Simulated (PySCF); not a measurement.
## ReB: frontier orbitals

B97-3 at R = 1.818 Å; PySCF, spin-free X2C with a Gaussian nucleus, basis sets Re x2c-TZVPPall, B x2c-TZVPPall. State: quintet, unpaired electrons σ ↑↑, δ ↑↑, a mixture of terms (⟨Lz²⟩ = 1.4). Only the outer orbitals are listed, counted within each symmetry.

```tsv
spin	orbital	occ.	ε (eV)	on Re (%)	main shells (%)
α	14σ	1	-11.45	44	54 B s, 25 Re d, 16 Re s
α	15σ	1	-7.32	69	55 Re d, 18 B s, 14 Re s
α	8π	1	-7.21	80	80 Re d, 19 B p
α	8π	1	-7.21	80	80 Re d, 19 B p
α	4δ	1	-6.89	100	100 Re d
α	4δ	1	-6.88	100	100 Re d
α	16σ	1	-6.09	61	52 Re s, 30 B p, 9 B s
α	9π	0	-1.42	63	55 Re p, 37 B p, 8 Re d
α	9π	0	-1.42	63	55 Re p, 37 B p, 8 Re d
α	17σ	0	-0.67	66	39 Re p, 33 B p, 14 Re d
β	14σ	1	-10.67	24	71 B s, 12 Re s, 12 Re d
β	8π	1	-6.15	67	66 Re d, 32 B p
β	8π	1	-6.15	67	66 Re d, 32 B p
β	15σ	0	-4.38	72	44 Re d, 24 Re p, 14 B p
β	16σ	0	-2.92	41	32 B p, 27 B s, 27 Re d
β	4δ	0	-2.29	100	100 Re d
```

Question: Which are the highest filled and the lowest empty level, where do they sit, and how wide is the gap?

Answer: Highest filled α 16σ at -6.09 eV (in %: 52 Re s, 30 B p, 9 B s); lowest empty β 15σ at -4.38 eV (in %: 44 Re d, 24 Re p, 14 B p); the gap at B97-3 is 1.71 eV.

| Item | Value |
| --- | --- |
| bond order (Mayer) | 2.53 |
| ⟨S²⟩ | 6.068 |
| charge on Re (Mulliken, basis-dependent) | 0.14 |
| charge on Re (Löwdin, basis-dependent) | 0.38 |
| dipole moment (positive dipole means Re(−)B(+)) | -2.36 D |

Spin–orbit coupling is left out. The state is the lowest single determinant that the PBE0 search found; with open d or f shells the true ground state can be another one.
